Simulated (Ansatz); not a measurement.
The first iterations of a band of AlBH2O2 (6 atoms, charge 0, multiplicity 1).

These are results of RKS B3LYP-D4/def2-SVP (Ansatz 0.2.0), not measurements.

| Quantity | Value |
| --- | --- |
| movable images | 9 |
| climbing image | yes |
| spring | 5.0 eV/Å² |
| optimiser | quadratic models (default) |
| start path | through a guess of the saddle point |
| force threshold | 0.05 eV/Å |
| iteration limit | 60 |
| end points | relaxed |

Image 0:

```xyz
6
Properties=species:S:1:pos:R:3
O -1.053 0.098 -1.731
Al -0.285 0.393 -0.244
B 0.860 -0.143 1.349
O 0.674 -1.055 0.429
H -1.597 0.698 -2.247
H 1.444 -0.055 2.399
```

Image 10:

```xyz
6
Properties=species:S:1:pos:R:3
O -1.202 0.677 -1.602
Al -0.326 0.635 -0.149
B 0.844 -0.160 1.308
O 0.560 -0.956 0.309
H -1.308 -0.033 -2.245
H 1.475 -0.227 2.333
```

| iteration | highest image above the first end (eV) | largest band force component (eV/Å) |
| --- | --- | --- |
| 1 | 87.748 | 629.185 |
| 2 | 34.472 | 178.961 |
| 3 | 16.308 | 85.262 |
| 4 | 7.040 | 43.351 |
| 5 | 2.745 | 20.418 |
| 6 | 0.855 | 8.587 |

Q: Does the band converge within its limit, and where does its top end?

A: The forces met the threshold. It ended after 19 iterations with the highest image 0.047 eV above the first end. A vibrational analysis at the climbing image gives one clearly imaginary mode, 315i cm⁻¹: a first-order saddle point.

The run took 4.4 min on 1 thread of Intel(R) Xeon(R) Platinum 8488C (Sapphire Rapids), on a shared host, peak memory 0.15 GiB.
